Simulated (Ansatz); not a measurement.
[GaClH3]- (GaH3Cl⁻), 5 atoms. Hardware: 4 threads of Intel Xeon on a shared host.

Correlated methods freeze 14 core orbitals; core or outer-core shells of Ga are correlated, in sets that lack core-valence functions.

Problem. How many basis functions does each of these Ansatz runs have, and roughly what does it cost? RPA@PBE/def2-TZVPD, charge -1 singlet, energy, from earlier orbitals; PBE-D4/def2-TZVPD, charge 0 doublet, relaxation, 14 steps; r2SCAN-D4/def2-TZVPD, charge -1 singlet, energy, from earlier orbitals; PBE0-D4/def2-SVPD, charge -1 singlet, energy, from earlier orbitals; ωB97M-V/def2-TZVPD, charge -1 singlet, energy, from earlier orbitals; r2SCAN-D4/def2-TZVPD, charge 0 doublet at the geometry of the charge -1 singlet, energy, from earlier orbitals; PBE0-D4/def2-TZVPD, charge -1 triplet at the geometry of the charge -1 singlet, energy; r2SCANh-D4/def2-TZVPD, charge -1 singlet, energy, from earlier orbitals; PBE-D4/def2-SVPD, charge -1 singlet, energy, from earlier orbitals; CCSD(T)/def2-TZVPPD, charge 0 doublet at the geometry of the charge -1 singlet, energy, from earlier orbitals; r2SCAN-D4/def2-TZVPD, charge -1 triplet at the geometry of the charge -1 singlet, energy, from earlier orbitals; PBE-D4/def2-TZVPD, charge -1 triplet at the geometry of the charge -1 singlet, energy, from earlier orbitals.

Solution. Other jobs shared the machine, so times can vary by a factor of up to 3. A dash marks memory too small to be measured apart from the calling script's.

| run | functions | fitting or Cholesky vectors | wall time | peak host memory (GiB) |
| --- | --- | --- | --- | --- |
| PBE-D4/def2-SVPD, charge -1 singlet, energy, from earlier orbitals | 89 | 883 | 0.55 s | – |
| PBE0-D4/def2-SVPD, charge -1 singlet, energy, from earlier orbitals | 89 | 843 | 0.91 s | – |
| r2SCAN-D4/def2-TZVPD, charge -1 singlet, energy, from earlier orbitals | 127 | 809 | 1.2 s | – |
| r2SCANh-D4/def2-TZVPD, charge -1 singlet, energy, from earlier orbitals | 127 | 840 | 1.5 s | – |
| RPA@PBE/def2-TZVPD, charge -1 singlet, energy, from earlier orbitals | 127 | 845 | 1.5 s | – |
| ωB97M-V/def2-TZVPD, charge -1 singlet, energy, from earlier orbitals | 127 | 840 | 2.5 s | – |
| PBE-D4/def2-TZVPD, charge -1 triplet at the geometry of the charge -1 singlet, energy, from earlier orbitals | 127 | 809 | 3.2 s | – |
| r2SCAN-D4/def2-TZVPD, charge 0 doublet at the geometry of the charge -1 singlet, energy, from earlier orbitals | 127 | 809 | 6 s | – |
| PBE0-D4/def2-TZVPD, charge -1 triplet at the geometry of the charge -1 singlet, energy | 127 | 885 | 6 s | – |
| r2SCAN-D4/def2-TZVPD, charge -1 triplet at the geometry of the charge -1 singlet, energy, from earlier orbitals | 127 | 809 | 7 s | – |
| PBE-D4/def2-TZVPD, charge 0 doublet, relaxation, 14 steps | 127 | 809 | 18 s | – |
| CCSD(T)/def2-TZVPPD, charge 0 doublet at the geometry of the charge -1 singlet, energy, from earlier orbitals | 156 | 905 | 48 s | 2.4 |
